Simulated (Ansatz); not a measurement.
A structure relaxed at PBE0-D4/def2-SVP in Ansatz, charge 0, singlet:

```xyz
12

Zr    0.991   -1.699    0.025
Zr    1.063    1.374   -0.647
Zr   -1.512    0.142    0.527
O     0.513    0.264    0.950
O    -1.264   -1.620   -0.523
O     2.170   -2.828    0.645
O     1.699   -0.276   -1.308
O    -1.036   -1.864    0.910
O    -0.989    1.113   -1.277
O    -0.956    2.097   -0.182
H    -3.035    0.547    1.546
H     2.356    2.750   -0.667
```

Question: Give its formula.

Answer: Zr3O7H2.

Question: Summarise the bond lengths by kind (pairs closer than 1.2 times the sum of covalent radii, bridged metal pairs left out).

Answer: 14 × O–Zr 1.75 to 2.32 Å; 2 × O–O 1.47 Å; 2 × H–Zr 1.88 to 1.89 Å.

In the def2 sets Zr takes a core potential; there is no spin–orbit coupling. The structure holds 2 bonds between oxygen atoms, so isomers without such links may lie far lower. The relaxation made no stability test and no search for a lower SCF solution. No other spin state of charge 0 was run. Another isomer (singlet) lies 4.75 eV lower at PBE0-D4/def2-TZVP; other spin states weren't run for this one.
